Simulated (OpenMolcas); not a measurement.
# How basis sets differ on GeSiH4O (SMILES [SiH3][O][GeH])

GeSiH4O has 7 atoms, charge 0, and is taken as a singlet. As SMILES, `[SiH3][O][GeH]`. The coordinates come from a PBE0-D4/def2-TZVP relaxation. This is one conformer, not always the lowest.

```xyz
7

Si   -0.7417    0.6509   -0.2965
O     0.5335   -0.1393    0.3737
Ge    1.2614   -1.7562    0.1342
H    -1.4092   -0.1976   -1.3238
H    -0.2609    1.9013   -0.9375
H    -1.7225    0.9881    0.7664
H     2.4008   -1.5151    1.2380
```

Each level gives the dipole moment (D). The values are calculated.

```json
{"level": "HF/ANO-RCC-MB (DKH2)", "kind": "Hartree–Fock", "program": "OpenMolcas", "value (D)": "0.93", "CPU time": "3.4 s"}
{"level": "HF/STO-3G", "kind": "Hartree–Fock", "program": "OpenMolcas", "value (D)": "0.49", "CPU time": "2.3 s"}
{"level": "HF/3-21G", "kind": "Hartree–Fock", "program": "OpenMolcas", "value (D)": "1.10", "CPU time": "2.7 s"}
{"level": "HF/ANO-RCC-VDZ (DKH2)", "kind": "Hartree–Fock", "program": "OpenMolcas", "value (D)": "1.66", "CPU time": "4.6 s"}
{"level": "HF/def2-SVP", "kind": "Hartree–Fock", "program": "OpenMolcas", "value (D)": "1.05", "CPU time": "7.5 s"}
```

All-electron rows without a relativistic Hamiltonian named are non-relativistic. The values span 0.49 to 1.66 D. Magnitudes only. Sets without polarisation functions give poor dipoles. Times are those of the runs behind each value, whatever else they computed, on shared processors of several kinds: orders of magnitude only.
